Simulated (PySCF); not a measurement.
Zinc: a sound run and one with changed settings

Sound run: Zn [Ar] 3d10 4s2, Zn⁺ [Ar] 3d10 4s1. Computed with PySCF 2.14 in 6-31G*, with no relativity, point nucleus. The sound run starts from symmetry-adapted Hartree-Fock orbitals and uses a fine grid where one is needed.

Changed run: radial step 0.8 in ln r (0.13 in the sound run). This setting is unsound on purpose.

| species | method | sound run (hartree) | changed run (hartree) | converged |
| --- | --- | --- | --- | --- |
| Zn | UHF | -1777.48110 | -1777.48110 | yes |
| Zn | M06-2X | -1779.03109 | -1779.75471 | yes |
| Zn | PBE | -1778.75257 | -1779.01099 | yes |
| Zn⁺ | UHF | -1777.20913 | -1777.20913 | yes |
| Zn⁺ | M06-2X | -1778.70217 | -1779.39568 | yes |
| Zn⁺ | PBE | -1778.42925 | -1778.68970 | yes |

Ionisation energy of Zn:

| method | sound run (eV) | changed run (eV) |
| --- | --- | --- |
| UHF | 7.401 | 7.401 |
| M06-2X | 8.951 | 9.770 |
| PBE | 8.798 | 8.743 |

A coarse radial grid mis-integrates the density and the exchange-correlation energy, with errors of either sign; Hartree-Fock needs no grid.

For comparison, NIST gives 9.394 eV between the lowest levels.
